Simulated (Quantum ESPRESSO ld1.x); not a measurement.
All-electron atom: Ne in [He] 2s2 2p5.75 3p0.25 (fractional occupations, a model configuration). Calculated with ld1.x of Quantum ESPRESSO 7.5: scalar-relativistic Kohn-Sham, LDA (Slater exchange, VWN5 correlation), spin-polarised, spherical densities, point nucleus; open shells are filled with parallel spins first.

Radial electron density D(r) = 4 pi r^2 rho(r):

r (bohr)  D(r) (e/bohr)    spin D(r)
0.00773          0.4016  -0.00000431
0.008857         0.5150  -0.00000519
0.01023          0.6679  -0.00000610
0.01181          0.8624  -0.00000677
0.01364           1.108  -0.00000674
0.01576           1.416  -0.00000520
0.0182            1.797    -6.31e-07
0.02085           2.236   0.00000884
0.02407           2.795    0.0000286
0.0278            3.459    0.0000660
0.03211           4.232     0.000134
0.03708           5.111     0.000252
0.04283           6.080     0.000456
0.04907           7.051     0.000775
0.05667           8.091      0.00133
0.06544           9.079      0.00222
0.07558           9.928      0.00365
0.08728           10.54      0.00590
0.1008            10.84      0.00934
0.1164            10.73       0.0145
0.1334            10.26       0.0216
0.154             9.392       0.0321
0.1779            8.276       0.0466
0.2054            7.096       0.0659
0.2373            6.079       0.0904
0.274             5.429        0.120
0.3139            5.263        0.152
0.3626            5.563        0.187
0.4187            6.217        0.220
0.4836            6.982        0.246
0.5585            7.583        0.260
0.6449            7.793        0.259
0.7389            7.525        0.244
0.8534            6.767        0.214
0.9855            5.653        0.175
1.138             4.378        0.133
1.314             3.136       0.0926
1.518             2.071       0.0592
1.739             1.294       0.0355
2.009            0.7199       0.0187
2.32             0.3627      0.00913
2.679            0.1644      0.00472
3.094           0.06714      0.00352
3.573           0.02611      0.00411
4.126           0.01218      0.00570
4.728          0.009601      0.00787
5.46            0.01119       0.0108
6.305           0.01443       0.0144
7.282           0.01815       0.0181
8.41            0.02142       0.0214
9.713           0.02318       0.0232
11.13           0.02258       0.0226
12.85           0.01925       0.0192
14.84           0.01391       0.0139
17.14          0.008272      0.00827
19.79          0.003934      0.00393
22.86          0.001460      0.00146
26.19         0.0004471     0.000447

D(r) has 3 maxima, at r = 0.105, 0.640, 10.0 bohr, and minima at 0.309, 4.73 bohr, inside which lie 2.22, 9.76 electrons.
